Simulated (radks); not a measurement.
Fractional charge and spin in the 3d shell of nickel: the spin-up occupation runs from 3 to 4 and the spin-down occupation from 3 to 4; the fullest corner is Ni, [Ar] 4s2 3d(up 4, down 4). All-electron calculation, scalar-relativistic Kohn-Sham, r2SCAN, spin-polarised, spherical densities, finite nucleus; meta-GGA in the generalised Kohn-Sham scheme; Fermi nuclear charge, rms radius of each element as measured or else 0.836 A^(1/3) + 0.57 fm. Program: a radial shooting solver on a logarithmic mesh with Libxc functionals. Energy (eV) minus the two flat planes that join the four corners (they meet along the diagonal where the two added fractions sum to one electron); zero is where a piecewise linear energy would lie.

down \ up,3,3.25,3.5,3.75,4
3,0.000,-1.692,-2.228,-1.650,0.000
3.25,-1.692,-2.133,-1.464,0.273,-1.387
3.5,-2.228,-1.464,0.363,-1.209,-1.813
3.75,-1.650,0.273,-1.209,-1.727,-1.332
4,0.000,-1.387,-1.813,-1.332,0.000

Corners above the fullest one (they belong to Ni+ and the next ion): (up 4, down 3) 16.016 eV, (up 3, down 4) 16.016 eV, (up 3, down 3) 49.702 eV. With half an added electron in each spin the energy lies 0.363 eV from the planes, and with half an added electron in spin up alone -2.228 eV. The planes are only a guide here: the flat-plane condition holds for ground states with one frontier orbital, while this shell lies below other occupied shells, so the corners above the fullest one are inner-hole states and not the ground states of those ions.
